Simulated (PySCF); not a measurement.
## Dipole response of Rh (rhodium, neutral)

[Kr] 4d8 5s1, high-spin 4F determinant. Calculation: PySCF 2.14, in aug-cc-pwCVDZ-PP with ECP28MDF (6s6p5d3f, 70 functions); a scalar-relativistic core potential. Coupled (time-dependent) response in atomic units; α is the mean over directions. A double-zeta set is small for polarisabilities.

```tsv
method	mean α (bohr³)	C₆ (like pair)	S(−4)
UHF	89.19	790.8	7241
PBE	51.66	424.8	1838
PBE0	56.34	466.3	2331
wB97M-V	67.15	564.3	3719
```

S(−4) is the Cauchy moment in α(ω) = α(0) + S(−4) ω² + …

Reference α: 66 ± 10 bohr³ (recommended; Schwerdtfeger and Nagle, table of static dipole polarizabilities (2023 update)). Published C₆: 708.0 (Gould and Bucko (2016)).

Spin-orbit coupling is absent.

Hartree-Fock lies above the reference because it lacks correlation, which contracts the outer shell.

α(iu) at UHF:

```csv
u (hartree),α(iu) (bohr³)
0,89.19
0.0500,74.56
0.100,51.87
0.200,27.25
0.300,17.66
0.500,10.39
0.750,7.001
1.00,5.262
1.50,3.351
2.00,2.311
3.00,1.270
5.00,0.5383
```

Energies and moments cover only the electrons outside the core potential.
